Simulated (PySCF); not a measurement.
An unknown gives this computed stick spectrum. Theory: TDDFT B3LYP/def2-SVPD, vertical, gas phase, core orbitals frozen in the response in PySCF. Geometries: GFN2-xTB, one conformer each.

```json
{"state": "S1", "E (eV)": "4.98", "f": "0.0052", "main configurations (H = HOMO, L = LUMO)": "H→L (91%)"}
{"state": "S2", "E (eV)": "5.58", "f": "0.012", "main configurations (H = HOMO, L = LUMO)": "H→L+1 (86%)"}
{"state": "S3", "E (eV)": "5.69", "f": "0.018", "main configurations (H = HOMO, L = LUMO)": "H-1→L (44%), H-2→L (16%), H-1→L+1 (13%)"}
{"state": "S4", "E (eV)": "5.88", "f": "0.0046", "main configurations (H = HOMO, L = LUMO)": "H→L+2 (87%)"}
{"state": "S5", "E (eV)": "6.05", "f": "0.0051", "main configurations (H = HOMO, L = LUMO)": "H→L+4 (49%), H→L+3 (40%)"}
{"state": "S6", "E (eV)": "6.16", "f": "0.014", "main configurations (H = HOMO, L = LUMO)": "H-2→L (53%), H-1→L (38%)"}
{"state": "S7", "E (eV)": "6.49", "f": "0.011", "main configurations (H = HOMO, L = LUMO)": "H-1→L+1 (35%), H-2→L (24%), H-3→L (15%)"}
{"state": "S8", "E (eV)": "6.63", "f": "0.0058", "main configurations (H = HOMO, L = LUMO)": "H→L+3 (55%), H→L+4 (29%)"}
```

Triplets computed (Tamm–Dancoff): 4.76, 5.24, 5.42 eV.

Problem. Which structure fits?
A. `[SiH3]CCc1cocn1`
B. `C#C[Si@@](C)(N)OC=C`
C. `O=C(O)C[Si@H](O)[SiH2]S`

Solution. C. Its S1, at 4.98 eV, is the lowest among the candidates; the nearest of the others has S1 at 5.50 eV. S1 is HOMO→LUMO (91%). Löwdin shares by element: HOMO sulfur 76%, silicon 11% or more, hydrogen 7% or more; LUMO silicon 36%, carbon 12% or more, oxygen 11% or more (atoms not listed hold the other 42%). At the same level the other candidates give, for their lowest levels:
- `[SiH3]CCc1cocn1`: 6.00 eV (f 0.099); 6.21 eV (f 0.004); 6.40 eV (f 0.026); 6.85 eV (f 0.033); 7.02 eV (f 0.003); T1 4.13 eV; HOMO -6.94, LUMO -0.55 eV
- `C#C[Si@@](C)(N)OC=C`: 5.50 eV (f 0.004); 5.81 eV (f 0.022); 6.02 eV (f 0.016); 6.11 eV (f 0.010); 6.20 eV (f 0.015); T1 4.34 eV; HOMO -6.57, LUMO -0.31 eV
